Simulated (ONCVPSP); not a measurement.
## Before and after: ONCV potential for Se

ONCVPSP 4.0.1 input, shortened (lines: element, Z, core and valence counts, functional; n l f; lmax; l rc ep ncon nbas qcut; lloc lpopt rc5 dvloc0; l nproj debl; icmod fcfact rcfact), PBEsol, scalar-relativistic:

```
  Se 34.00    3    5  -116133      upf
    1    0    2.00
    2    0    2.00
    2    1    6.00
    3    0    2.00
    3    1    6.00
    3    2   10.00
    4    0    2.00
    4    1    4.00
    2
    0    0.90    0.00    4    8   16.80
    1    1.20    0.00    4    8   13.90
    2    1.05    0.00    4    9   17.50
    4    5    0.70   -1.00
    0    2    1.10
    1    2    2.00
    2    2    3.70
    0    0.00    0.00
```

Change: s: rc 0.98.

Cutoffs: the cutoffs (Ha) at which the residual kinetic energy of the hardest occupied pseudo-wave falls to 1 and 0.1 mHa per electron; they do not see the model core or the augmentation charge, which bear on the density cutoff. Errors are all-electron minus pseudo energies relative to the spin-unpolarised reference configuration.

Q: What does the change do?

A: The potential gets neither clearly harder nor softer (112 Ha and 125 Ha → 112 Ha and 125 Ha); of the 4 tests that both files solve, the error grows in 0 and shrinks in 1 by more than 15 % and 0.3 meV (median size 2.9 → 2.9 meV); neither file shows a bound ghost.

| quantity | base | changed |
| --- | --- | --- |
| cutoff, loose | 112 Ha | 112 Ha |
| cutoff, tight | 125 Ha | 125 Ha |
| loose cutoff by channel | s 89 Ha, p 62 Ha, d 112 Ha | s 82 Ha, p 62 Ha, d 112 Ha |
| bound ghosts | none | none |
| GHOST(+) flags under 300 eV | none | none |
| error for 3s2 3p6 3d10 4s2 4p3, meV [ΔE 10.85 eV] | -1.5 | -1.5 |
| error for 3s2 3p6 3d10 4s2 4p2, meV [ΔE 31.22 eV] | -4.4 | -4.3 |
| error for 3s2 3p6 3d10 4s2 4p1, meV [ΔE 62.12 eV] | -8.8 | -8.7 |
| error for 3s2 3p6 3d10 4s0 4p6, meV [ΔE 21.98 eV] | +0.8 | +0.2 |
| p: phases at 1.22 bohr within 0.05 rad from the reference energy up to (Ha; the scan ends near 5) | to the end of the scan | to the end of the scan |
| d: phases at 1.07 bohr within 0.05 rad from the reference energy up to (Ha; the scan ends near 5) | to the end of the scan | to the end of the scan |
